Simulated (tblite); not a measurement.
Bi22H12 (flake bismuthene) at step 1 of a GFN2-xTB optimisation (tblite, gas phase), coordinates in Å:

```
  1 Bi    0.004    2.510   -0.836
  2 Bi   -2.177    3.770    0.871
  3 Bi   -4.343    2.508   -0.835
  4 Bi   -4.351    0.003    0.872
  5 Bi   -2.177   -1.258   -0.831
  6 Bi   -0.003   -0.001    0.876
  7 Bi   -6.523   -1.257   -0.839
  8 Bi   -6.519   -3.764    0.881
  9 Bi   -4.349   -5.023   -0.836
 10 Bi   -2.178   -3.769    0.879
 11 Bi    4.346    2.509   -0.837
 12 Bi    2.173    3.766    0.878
 13 Bi    2.173   -1.256   -0.829
 14 Bi    4.353   -0.001    0.876
 15 Bi    6.521   -1.254   -0.836
 16 Bi    2.174   -3.768    0.884
 17 Bi    4.351   -5.019   -0.835
 18 Bi    6.522   -3.769    0.879
 19 Bi    2.172    6.279   -0.833
 20 Bi    0.003    7.533    0.883
 21 Bi   -2.173    6.281   -0.835
 22 Bi   -0.001   -5.020   -0.835
 23 H    -5.635    3.260    0.189
 24 H    -7.819   -0.516    0.181
 25 H    -7.814   -4.510   -0.138
 26 H    -4.356   -6.513    0.185
 27 H     5.640    3.257    0.182
 28 H     7.815   -0.512    0.184
 29 H     4.351   -6.512    0.181
 30 H     7.817   -4.513   -0.136
 31 H     3.468    7.024    0.182
 32 H    -0.002    9.025   -0.139
 33 H    -3.466    7.024    0.181
 34 H     0.002   -6.513    0.186
```

Spin-orbit coupling is left out, which matters for the heavier atoms here.

**Question.** What are the forces on the atoms (eV/Å)?

**Answer.** 
```
  1 Bi   -0.04    0.04    0.48
  2 Bi    0.06    0.00   -0.47
  3 Bi    0.12   -0.06    0.34
  4 Bi   -0.01   -0.04   -0.45
  5 Bi   -0.03   -0.02    0.45
  6 Bi    0.00    0.01   -0.43
  7 Bi    0.18   -0.14    0.39
  8 Bi    0.19    0.11   -0.39
  9 Bi   -0.04    0.23    0.38
 10 Bi    0.00    0.00   -0.49
 11 Bi   -0.17   -0.09    0.39
 12 Bi    0.01    0.03   -0.50
 13 Bi    0.04   -0.03    0.47
 14 Bi   -0.02    0.00   -0.47
 15 Bi   -0.17   -0.18    0.37
 16 Bi    0.02   -0.01   -0.53
 17 Bi   -0.01    0.24    0.37
 18 Bi   -0.19    0.16   -0.35
 19 Bi   -0.20   -0.11    0.36
 20 Bi   -0.03   -0.21   -0.37
 21 Bi    0.25   -0.10    0.35
 22 Bi    0.01    0.20    0.41
 23 H     0.16   -0.10   -0.07
 24 H     0.14   -0.06   -0.03
 25 H     0.11    0.07    0.02
 26 H     0.02    0.15   -0.03
 27 H    -0.15   -0.09   -0.06
 28 H    -0.13   -0.06   -0.03
 29 H    -0.01    0.14   -0.02
 30 H    -0.09    0.05   -0.01
 31 H    -0.12   -0.09   -0.02
 32 H     0.00   -0.13    0.01
 33 H     0.10   -0.07   -0.01
 34 H     0.00    0.17   -0.06
```
